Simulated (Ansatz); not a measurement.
```yaml
crystal:
  periodic: [false, false, false]
  atoms:
    - {symbol: F, position_ang: [-0.726925, 1.165151, 1.049426]}
    - {symbol: Ge, position_ang: [0.119561, -0.013852, 0.118312]}
    - {symbol: D, position_ang: [1.045758, 1.051271, -1.470916]}
    - {symbol: I, position_ang: [-1.558068, -1.613102, -0.755397]}
    - {symbol: H, position_ang: [1.169573, -0.663168, 1.017276]}
basis:
  gaussian: {orbitals: x2c-TZVPPall}
hamiltonian: {xc: {name: wB97}}
output: {forces: true}
```

```sh
$ ansatz run in.yaml --threads 4 --pin off --events-out ev --progress --plain --max-ram 10444MiB
```

Output, abridged:

```
Error: YAML parse error: error: line 6 column 16: `D` is not an element symbol (H … Og, case-exact)
 --> <input>:6:16
4 |     - {symbol: F, position_ang: [-0.726925, 1.165151, 1.049426]}
5 |     - {symbol: Ge, position_ang: [0.119561, -0.013852, 0.118312]}
6 |     - {symbol: D, position_ang: [1.045758, 1.051271, -1.470916]}
7 |     - {symbol: I, position_ang: [-1.558068, -1.613102, -0.755397]}
8 |     - {symbol: H, position_ang: [1.169573, -0.663168, 1.017276]}
```

**Question.** What is wrong with this run?

**Answer.** An element symbol is wrong. The program refused the input.
